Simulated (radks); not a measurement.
The numbers below are computed, except where a source is named.
Spherical quantum dot in the effective-mass picture: electrons in a parabolic well V = omega^2 r^2 / 2 with omega = 0.068, with a point charge +2 (a donor) at the centre, all in effective atomic units (hartree* = m*/eps^2 hartree, bohr* = eps/m* bohr), one dielectric constant everywhere. Level of theory: non-relativistic Kohn-Sham, exchange-only LDA, spin-polarised, spherical densities (a radial shooting solver with Libxc functionals). Levels are named by radial order and angular momentum (1s, 1p, 1d, 2s, ...), and open shells are averaged over m.

N = 10, configuration 1s2 1p(up 3, down 0) 1d(up 4, down 0) 2s(up 1, down 0). This is the lowest configuration that the search found (a dilute case). Occupied and some empty levels:

level,occupation,eigenvalue (hartree*),<r> (bohr*)
1s up,1,0.45081,0.9795
1s down,1,0.45278,0.9680
2s up,1,0.89921,8.036
1p up,3,0.91747,8.654
1d up,4,0.94800,9.647
1f up,0,0.98332,10.41
2p up,0,1.0014,8.868
2s down,0,1.0154,8.489
1g up,0,1.0228,11.08
1p down,0,1.0318,9.678
1d down,0,1.0559,11.07
1f down,0,1.0827,11.82
2p down,0,1.0885,8.546
1g down,0,1.1133,12.42

Energy (hartree*): total 1.77840, kinetic 3.1362, external -6.8730, Hartree 7.0956, exchange-correlation -1.5805.
